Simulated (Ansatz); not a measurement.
## Molecular dynamics of AlF$_{3}$

input.yaml

```yaml
crystal:
  periodic: [false, false, false]
  atoms:
    - { symbol: Al, position_ang: [0.0, 0.0, -2.0e-06] }
    - { symbol: F, position_ang: [0.0, 0.0, 1.638857] }
    - { symbol: F, position_ang: [1.419296, 0.0, -0.819428] }
    - { symbol: F, position_ang: [-1.419296, 0.0, -0.819428] }
basis:
  gaussian: { orbitals: "6-31G*" }
hamiltonian:
  xc: b3lyp
  dispersion: d4
md:
  timestep: 1.0
  n_steps: 150
  ensemble: nvt_langevin
  temperature: 2000.0
  initial_velocities: maxwell_boltzmann
  seed: 897631
  friction: 0.005
  temperature_schedule:
    - { n_steps: 37, end_temperature: 2000.0 }
    - { n_steps: 113, end_temperature: 6000.0 }
```

Command:

```bash
$ ansatz run input.yaml --threads 1 --pin off --max-ram 2048MiB --backend cpu --events-out ev --progress --plain --runs-dir out
```

It starts from a relaxed structure.

Output, in part (one step line in 2, the closing report, with atoms numbered from 0):

```
md step     0: t =     0.00 fs  T =  1500.0 K (target 2000.0 K)  F+E_penalty+E_count = -14753.29082685 eV  E_kin = 0.775560 eV  (22 SCF iters)
md step     2: t =     2.00 fs  T =  1542.2 K (target 2000.0 K)  F+E_penalty+E_count = -14753.27941853 eV  E_kin = 0.797385 eV  (24 SCF iters)
md step     4: t =     4.00 fs  T =  1430.2 K (target 2000.0 K)  F+E_penalty+E_count = -14753.25171297 eV  E_kin = 0.739473 eV  (23 SCF iters)
md step     6: t =     6.00 fs  T =  1011.7 K (target 2000.0 K)  F+E_penalty+E_count = -14753.22188698 eV  E_kin = 0.523077 eV  (21 SCF iters)
md step     8: t =     8.00 fs  T =  1088.4 K (target 2000.0 K)  F+E_penalty+E_count = -14753.20328659 eV  E_kin = 0.562748 eV  (22 SCF iters)
md step    10: t =    10.00 fs  T =  1031.2 K (target 2000.0 K)  F+E_penalty+E_count = -14753.20213663 eV  E_kin = 0.533164 eV  (21 SCF iters)
md step    12: t =    12.00 fs  T =   930.4 K (target 2000.0 K)  F+E_penalty+E_count = -14753.21054563 eV  E_kin = 0.481063 eV  (25 SCF iters)
md step    14: t =    14.00 fs  T =   978.1 K (target 2000.0 K)  F+E_penalty+E_count = -14753.21292449 eV  E_kin = 0.505702 eV  (24 SCF iters)
md step    16: t =    16.00 fs  T =   942.9 K (target 2000.0 K)  F+E_penalty+E_count = -14753.20168907 eV  E_kin = 0.487522 eV  (24 SCF iters)
md step    18: t =    18.00 fs  T =  1018.0 K (target 2000.0 K)  F+E_penalty+E_count = -14753.18386466 eV  E_kin = 0.526360 eV  (24 SCF iters)
md step    20: t =    20.00 fs  T =  1053.5 K (target 2000.0 K)  F+E_penalty+E_count = -14753.15751380 eV  E_kin = 0.544713 eV  (25 SCF iters)
md step    22: t =    22.00 fs  T =  1206.9 K (target 2000.0 K)  F+E_penalty+E_count = -14753.13146580 eV  E_kin = 0.623992 eV  (22 SCF iters)
md step    24: t =    24.00 fs  T =  1215.5 K (target 2000.0 K)  F+E_penalty+E_count = -14753.11732604 eV  E_kin = 0.628487 eV  (21 SCF iters)
md step    26: t =    26.00 fs  T =  1026.6 K (target 2000.0 K)  F+E_penalty+E_count = -14753.11642430 eV  E_kin = 0.530785 eV  (22 SCF iters)
md step    28: t =    28.00 fs  T =   908.3 K (target 2000.0 K)  F+E_penalty+E_count = -14753.12709316 eV  E_kin = 0.469632 eV  (22 SCF iters)
md step    30: t =    30.00 fs  T =   792.8 K (target 2000.0 K)  F+E_penalty+E_count = -14753.14036249 eV  E_kin = 0.409899 eV  (22 SCF iters)
md step    32: t =    32.00 fs  T =   852.6 K (target 2000.0 K)  F+E_penalty+E_count = -14753.15354568 eV  E_kin = 0.440835 eV  (25 SCF iters)
md step    34: t =    34.00 fs  T =   745.6 K (target 2000.0 K)  F+E_penalty+E_count = -14753.16133274 eV  E_kin = 0.385487 eV  (24 SCF iters)
md step    36: t =    36.00 fs  T =   677.4 K (target 2000.0 K)  F+E_penalty+E_count = -14753.16452893 eV  E_kin = 0.350224 eV  (21 SCF iters)
md step    38: t =    38.00 fs  T =   672.7 K (target 2017.7 K)  F+E_penalty+E_count = -14753.17327758 eV  E_kin = 0.347802 eV  (21 SCF iters)
md step    40: t =    40.00 fs  T =   586.0 K (target 2088.5 K)  F+E_penalty+E_count = -14753.19212624 eV  E_kin = 0.303011 eV  (24 SCF iters)
md step    42: t =    42.00 fs  T =   681.8 K (target 2159.3 K)  F+E_penalty+E_count = -14753.20686628 eV  E_kin = 0.352527 eV  (24 SCF iters)
md step    44: t =    44.00 fs  T =   869.5 K (target 2230.1 K)  F+E_penalty+E_count = -14753.21388539 eV  E_kin = 0.449542 eV  (24 SCF iters)
md step    46: t =    46.00 fs  T =  1063.2 K (target 2300.9 K)  F+E_penalty+E_count = -14753.19671192 eV  E_kin = 0.549728 eV  (23 SCF iters)
md step    48: t =    48.00 fs  T =  1091.8 K (target 2371.7 K)  F+E_penalty+E_count = -14753.15782205 eV  E_kin = 0.564492 eV  (23 SCF iters)
md step    50: t =    50.00 fs  T =   925.2 K (target 2442.5 K)  F+E_penalty+E_count = -14753.13256417 eV  E_kin = 0.478375 eV  (24 SCF iters)
md step    52: t =    52.00 fs  T =   907.3 K (target 2513.3 K)  F+E_penalty+E_count = -14753.11393142 eV  E_kin = 0.469118 eV  (24 SCF iters)
md step    54: t =    54.00 fs  T =   809.5 K (target 2584.1 K)  F+E_penalty+E_count = -14753.10445566 eV  E_kin = 0.418569 eV  (24 SCF iters)
md step    56: t =    56.00 fs  T =   864.9 K (target 2654.9 K)  F+E_penalty+E_count = -14753.10673480 eV  E_kin = 0.447207 eV  (25 SCF iters)
md step    58: t =    58.00 fs  T =  1089.6 K (target 2725.7 K)  F+E_penalty+E_count = -14753.12714553 eV  E_kin = 0.563347 eV  (24 SCF iters)
md step    60: t =    60.00 fs  T =  1390.3 K (target 2796.5 K)  F+E_penalty+E_count = -14753.14879180 eV  E_kin = 0.718856 eV  (24 SCF iters)
md step    62: t =    62.00 fs  T =  1224.9 K (target 2867.3 K)  F+E_penalty+E_count = -14753.13681363 eV  E_kin = 0.633329 eV  (24 SCF iters)
md step    64: t =    64.00 fs  T =  1040.8 K (target 2938.1 K)  F+E_penalty+E_count = -14753.09046636 eV  E_kin = 0.538127 eV  (23 SCF iters)
md step    66: t =    66.00 fs  T =  1246.7 K (target 3008.8 K)  F+E_penalty+E_count = -14753.01021079 eV  E_kin = 0.644603 eV  (25 SCF iters)
md step    68: t =    68.00 fs  T =   951.1 K (target 3079.6 K)  F+E_penalty+E_count = -14752.90921430 eV  E_kin = 0.491735 eV  (24 SCF iters)
md step    70: t =    70.00 fs  T =   942.6 K (target 3150.4 K)  F+E_penalty+E_count = -14752.82461924 eV  E_kin = 0.487387 eV  (24 SCF iters)
md step    72: t =    72.00 fs  T =   936.4 K (target 3221.2 K)  F+E_penalty+E_count = -14752.76842985 eV  E_kin = 0.484135 eV  (25 SCF iters)
md step    74: t =    74.00 fs  T =   977.4 K (target 3292.0 K)  F+E_penalty+E_count = -14752.76475219 eV  E_kin = 0.505335 eV  (24 SCF iters)
md step    76: t =    76.00 fs  T =  1042.1 K (target 3362.8 K)  F+E_penalty+E_count = -14752.83022586 eV  E_kin = 0.538803 eV  (25 SCF iters)
md step    78: t =    78.00 fs  T =  1184.6 K (target 3433.6 K)  F+E_penalty+E_count = -14752.92183639 eV  E_kin = 0.612507 eV  (25 SCF iters)
md step    80: t =    80.00 fs  T =  1567.0 K (target 3504.4 K)  F+E_penalty+E_count = -14753.01026639 eV  E_kin = 0.810196 eV  (24 SCF iters)
md step    82: t =    82.00 fs  T =  1425.8 K (target 3575.2 K)  F+E_penalty+E_count = -14753.06328550 eV  E_kin = 0.737210 eV  (25 SCF iters)
md step    84: t =    84.00 fs  T =  2020.6 K (target 3646.0 K)  F+E_penalty+E_count = -14753.05471148 eV  E_kin = 1.044756 eV  (25 SCF iters)
md step    86: t =    86.00 fs  T =  2013.4 K (target 3716.8 K)  F+E_penalty+E_count = -14752.97367670 eV  E_kin = 1.041002 eV  (25 SCF iters)
md step    88: t =    88.00 fs  T =  2051.2 K (target 3787.6 K)  F+E_penalty+E_count = -14752.82872975 eV  E_kin = 1.060560 eV  (24 SCF iters)
md step    90: t =    90.00 fs  T =  2047.7 K (target 3858.4 K)  F+E_penalty+E_count = -14752.63738699 eV  E_kin = 1.058739 eV  (24 SCF iters)
md step    92: t =    92.00 fs  T =  1631.3 K (target 3929.2 K)  F+E_penalty+E_count = -14752.44520614 eV  E_kin = 0.843427 eV  (25 SCF iters)
md step    94: t =    94.00 fs  T =  1286.3 K (target 4000.0 K)  F+E_penalty+E_count = -14752.33368413 eV  E_kin = 0.665045 eV  (25 SCF iters)
md step    96: t =    96.00 fs  T =  1813.2 K (target 4070.8 K)  F+E_penalty+E_count = -14752.42605141 eV  E_kin = 0.937492 eV  (24 SCF iters)
md step    98: t =    98.00 fs  T =  2200.9 K (target 4141.6 K)  F+E_penalty+E_count = -14752.63472853 eV  E_kin = 1.137935 eV  (24 SCF iters)
md step   100: t =   100.00 fs  T =  2856.4 K (target 4212.4 K)  F+E_penalty+E_count = -14752.79085372 eV  E_kin = 1.476878 eV  (24 SCF iters)
md step   102: t =   102.00 fs  T =  2757.0 K (target 4283.2 K)  F+E_penalty+E_count = -14752.82742828 eV  E_kin = 1.425494 eV  (24 SCF iters)
md step   104: t =   104.00 fs  T =  2826.9 K (target 4354.0 K)  F+E_penalty+E_count = -14752.78123966 eV  E_kin = 1.461607 eV  (25 SCF iters)
md step   106: t =   106.00 fs  T =  2555.1 K (target 4424.8 K)  F+E_penalty+E_count = -14752.71812854 eV  E_kin = 1.321089 eV  (24 SCF iters)
md step   108: t =   108.00 fs  T =  2534.3 K (target 4495.6 K)  F+E_penalty+E_count = -14752.65863698 eV  E_kin = 1.310357 eV  (25 SCF iters)
md step   110: t =   110.00 fs  T =  2589.2 K (target 4566.4 K)  F+E_penalty+E_count = -14752.58966508 eV  E_kin = 1.338711 eV  (24 SCF iters)
md step   112: t =   112.00 fs  T =  2405.9 K (target 4637.2 K)  F+E_penalty+E_count = -14752.48766391 eV  E_kin = 1.243944 eV  (25 SCF iters)
md step   114: t =   114.00 fs  T =  1970.5 K (target 4708.0 K)  F+E_penalty+E_count = -14752.38701590 eV  E_kin = 1.018848 eV  (24 SCF iters)
md step   116: t =   116.00 fs  T =  1300.9 K (target 4778.8 K)  F+E_penalty+E_count = -14752.34201215 eV  E_kin = 0.672618 eV  (25 SCF iters)
md step   118: t =   118.00 fs  T =  1461.4 K (target 4849.6 K)  F+E_penalty+E_count = -14752.34565215 eV  E_kin = 0.755579 eV  (24 SCF iters)
md step   120: t =   120.00 fs  T =  1377.5 K (target 4920.4 K)  F+E_penalty+E_count = -14752.42082929 eV  E_kin = 0.712223 eV  (24 SCF iters)
md step   122: t =   122.00 fs  T =  2039.5 K (target 4991.2 K)  F+E_penalty+E_count = -14752.49834754 eV  E_kin = 1.054520 eV  (24 SCF iters)
md step   124: t =   124.00 fs  T =  1951.2 K (target 5061.9 K)  F+E_penalty+E_count = -14752.58249723 eV  E_kin = 1.008864 eV  (24 SCF iters)
md step   126: t =   126.00 fs  T =  2965.9 K (target 5132.7 K)  F+E_penalty+E_count = -14752.67502341 eV  E_kin = 1.533501 eV  (25 SCF iters)
md step   128: t =   128.00 fs  T =  3182.6 K (target 5203.5 K)  F+E_penalty+E_count = -14752.76296052 eV  E_kin = 1.645523 eV  (24 SCF iters)
md step   130: t =   130.00 fs  T =  3687.1 K (target 5274.3 K)  F+E_penalty+E_count = -14752.85674271 eV  E_kin = 1.906380 eV  (24 SCF iters)
md step   132: t =   132.00 fs  T =  3840.0 K (target 5345.1 K)  F+E_penalty+E_count = -14752.92531587 eV  E_kin = 1.985429 eV  (24 SCF iters)
md step   134: t =   134.00 fs  T =  4123.0 K (target 5415.9 K)  F+E_penalty+E_count = -14752.97433318 eV  E_kin = 2.131731 eV  (25 SCF iters)
md step   136: t =   136.00 fs  T =  4494.5 K (target 5486.7 K)  F+E_penalty+E_count = -14752.98026469 eV  E_kin = 2.323836 eV  (24 SCF iters)
md step   138: t =   138.00 fs  T =  4794.0 K (target 5557.5 K)  F+E_penalty+E_count = -14752.90679863 eV  E_kin = 2.478708 eV  (24 SCF iters)
md step   140: t =   140.00 fs  T =  4302.2 K (target 5628.3 K)  F+E_penalty+E_count = -14752.76292952 eV  E_kin = 2.224411 eV  (24 SCF iters)
md step   142: t =   142.00 fs  T =  4039.9 K (target 5699.1 K)  F+E_penalty+E_count = -14752.58528488 eV  E_kin = 2.088814 eV  (24 SCF iters)
md step   144: t =   144.00 fs  T =  4002.2 K (target 5769.9 K)  F+E_penalty+E_count = -14752.44503351 eV  E_kin = 2.069322 eV  (24 SCF iters)
md step   146: t =   146.00 fs  T =  3689.7 K (target 5840.7 K)  F+E_penalty+E_count = -14752.33976621 eV  E_kin = 1.907737 eV  (24 SCF iters)
md step   148: t =   148.00 fs  T =  2912.4 K (target 5911.5 K)  F+E_penalty+E_count = -14752.24864065 eV  E_kin = 1.505823 eV  (24 SCF iters)
md step   150: t =   150.00 fs  T =  2434.4 K (target 5982.3 K)  F+E_penalty+E_count = -14752.16121879 eV  E_kin = 1.258664 eV  (24 SCF iters)
Total energy: -14752.16144962 eV, -542.1319338993 hartree
Atom 0 at    -0.348130     0.204679    -0.065940 Å, force    -1.286739    -0.480572     2.625040 eV/Å
Atom 1 at    -0.939506     1.192408     1.136825 Å, force    -1.384148     0.158509    -0.973789 eV/Å
Atom 2 at     1.169081     0.382949     0.352098 Å, force     3.139575     0.085778    -0.821054 eV/Å
Atom 3 at    -0.851891    -1.341865    -0.280850 Å, force    -0.468688     0.236285    -0.830198 eV/Å
Dipole moment:    -0.212346     0.179905    -0.714791 e Å
```

The run went to its last step. The schedule's set-point averaged 4673 K over the second half and the system 2531 K, so it lags behind the ramp. A run of 0.15 ps of so small a system gives no equilibrium averages.

The same pairs are bonded in the first frame and the last. Pairs count as bonded within 1.25 times the sum of covalent radii (0.12 Å more for H–H).

Last frame:

```xyz
4
Properties=species:S:1:pos:R:3
Al -0.348 0.205 -0.066
F -0.940 1.192 1.137
F 1.169 0.383 0.352
F -0.852 -1.342 -0.281
```

The run took 4.3 min on 1 thread of Arm Neoverse V1, with other jobs on the host, peak memory 0.11 GiB.
